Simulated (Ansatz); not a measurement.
A nudged elastic band was laid between two geometries of BH5N2 + H3P (12 atoms, charge 0, multiplicity 1).

Method: Ansatz 0.2.0, RKS PBE0/6-31G*.

```
movable images  : 7
climbing image  : yes
spring          : 5.0 eV/Å²
optimiser       : quadratic models (default)
start path      : through a guess of the saddle point
force threshold : 0.05 eV/Å
iteration limit : 49
end points      : relaxed
```

Image 0:

```xyz
12
Properties=species:S:1:pos:R:3
B -0.001 -0.799 -0.547
H -0.093 -1.922 -0.130
N 1.288 -0.241 -0.710
H 2.123 -0.766 -0.517
H 1.464 0.681 -1.077
N -1.187 -0.086 -0.841
H -2.098 -0.500 -0.737
H -1.209 0.849 -1.221
P -0.651 2.716 1.065
H -1.699 2.176 1.856
H -0.308 3.705 2.030
H 0.314 1.782 1.523
```

Image 8:

```xyz
12
Properties=species:S:1:pos:R:3
B -0.052 1.036 -0.481
H -0.634 -1.749 2.160
N 1.283 0.722 -0.819
H 1.553 -0.122 -1.302
H 2.062 1.319 -0.596
N -1.125 0.167 -0.793
H -1.017 -0.679 -1.333
H -2.086 0.383 -0.581
P -0.439 2.771 0.332
H -1.450 2.326 1.229
H 0.587 2.738 1.317
H -0.738 -1.318 1.560
```

Q: Which bonds break or form, and what moves?

A: Bonds broken: B1–H2, P9–H12. Bonds formed: B1–P9, H2–H12. BH5N2 + H3P becomes BH6N2P + H2.

Q: Give the energies along the band, and the barrier.

A: The forces met the threshold. The highest image is number 4 of 0 to 8, 2.37 eV above the first end and 2.12 eV above the last; the last end lies 0.25 eV above the first. Neighbouring images differ by up to 1.4 eV, so the band resolves the path poorly. A vibrational analysis at the climbing image gives one clearly imaginary mode, 798i cm⁻¹: a first-order saddle point. The orbitals stay closed-shell, which can raise the energy where a bond breaks towards radicals; this wasn't checked here.

| image | path coordinate (Å) | energy (eV) | B1–H2 (Å) | P9–H12 (Å) | B1–P9 (Å) |
| --- | --- | --- | --- | --- | --- |
| 0 | 0.00 | 0.00 | 1.20 | 1.42 | 3.92 |
| 1 | 1.14 | 0.02 | 1.20 | 1.42 | 3.76 |
| 2 | 2.28 | 0.10 | 1.20 | 1.41 | 3.36 |
| 3 | 3.43 | 0.98 | 1.21 | 1.43 | 2.69 |
| 4 | 4.57 | 2.37 | 1.31 | 1.82 | 2.09 |
| 5 | 5.67 | 1.28 | 2.12 | 2.53 | 1.99 |
| 6 | 6.78 | 0.37 | 2.76 | 3.10 | 1.96 |
| 7 | 7.89 | 0.26 | 3.57 | 3.68 | 1.95 |
| 8 | 8.99 | 0.25 | 3.88 | 4.28 | 1.95 |

Q: What is the geometry of the highest image?

A: 
```xyz
12
Properties=species:S:1:pos:R:3
B -0.144 0.311 0.002
H -0.242 -0.416 1.092
N 1.290 0.211 -0.371
H 1.581 -0.731 -0.612
H 1.532 0.813 -1.152
N -1.411 0.043 -0.725
H -1.515 -0.924 -1.015
H -1.514 0.621 -1.552
P -0.349 2.296 0.624
H -1.522 2.318 1.424
H 0.567 2.448 1.699
H -0.330 0.602 1.281
```

Time of the run: 9.7 min on 1 thread of Arm Neoverse V1, with other jobs on the host, peak memory 0.16 GiB.
